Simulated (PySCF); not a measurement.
Cartesian coordinates in Å; atom numbers follow the order of the lines, from 1:
```xyz
17

C     2.1428   -0.8783   -0.7168
O     0.9364   -0.3535   -0.2084
C     1.0435    0.5248    0.8262
C    -0.0677    1.1029    1.2823
Cl    0.0064    2.1603    2.6423
C    -1.3795    0.8738    0.6234
O    -1.3320    1.3528   -0.7443
C    -1.4105    0.2303   -1.4887
O    -1.3123    0.1857   -2.6788
Si   -1.7388   -0.9436    0.0171
H     1.8628   -1.5405   -1.5334
H     2.6821   -1.4441    0.0498
H     2.7861   -0.0819   -1.1013
H     2.0254    0.7072    1.2401
H    -2.1721    1.4060    1.1512
H    -0.9150   -2.0634    0.4320
H    -3.1647   -1.2265    0.1974
```

Computed data (PySCF): GFN2-xTB structure, σ from GIAO-PBE0/pcSseg-1. Fast rotation and ring inversion assumed for equivalent nuclei, no relativistic terms, gas phase, single conformer.

Shifts are taken against calculated references (same method and geometry level): ¹³C (σref 186.93) against TMS.

Task: Do the ¹³C shifts follow the atomic charges (in e)? Tabulate both.

Result: 
```json
{"atoms": "C8", "hybridisation": "sp2", "δ (ppm)": "182.2", "σ para (ppm)": "-248", "Hirshfeld": "+0.10", "IAO": "+0.31", "Mulliken": "+0.28", "ESP-fitted": "+0.40"}
{"atoms": "C3", "hybridisation": "sp2", "δ (ppm)": "154.1", "σ para (ppm)": "-218", "Hirshfeld": "+0.01", "IAO": "+0.03", "Mulliken": "+0.31", "ESP-fitted": "-0.06"}
{"atoms": "C4", "hybridisation": "sp2", "δ (ppm)": "127.3", "σ para (ppm)": "-195", "Hirshfeld": "-0.03", "IAO": "-0.08", "Mulliken": "-0.23", "ESP-fitted": "-0.19"}
{"atoms": "C6", "hybridisation": "sp3", "δ (ppm)": "69.9", "σ para (ppm)": "-135", "Hirshfeld": "-0.05", "IAO": "-0.19", "Mulliken": "-0.13", "ESP-fitted": "+0.06"}
{"atoms": "C1", "hybridisation": "sp3", "δ (ppm)": "59.4", "σ para (ppm)": "-115", "Hirshfeld": "-0.02", "IAO": "-0.21", "Mulliken": "-0.02", "ESP-fitted": "-0.30"}
```

Correlation coefficients of δ with charge over these carbons: Hirshfeld +0.81, IAO +0.92, Mulliken +0.66, ESP-fitted +0.63; with the paramagnetic shielding -1.00. With so few points, grouped by hybridisation, these coefficients are fragile. Charge is one influence among several: hybridisation and low-lying excitations act through the paramagnetic term.

Carbons that carry Cl, above all several Cl atoms, come out too deshielded, partly because spin–orbit coupling is missing. Shifts are as computed. Against solution values, carbons near 30 ppm lie about +3 ppm off and those near 130 ppm about +5 ppm; carbons on Cl a further +6 ppm. Of 1211 compounds with measured shifts, 218 miss one by over three times the rms of a fit or turn the order of signals round; such compounds aren't used in these exercises.
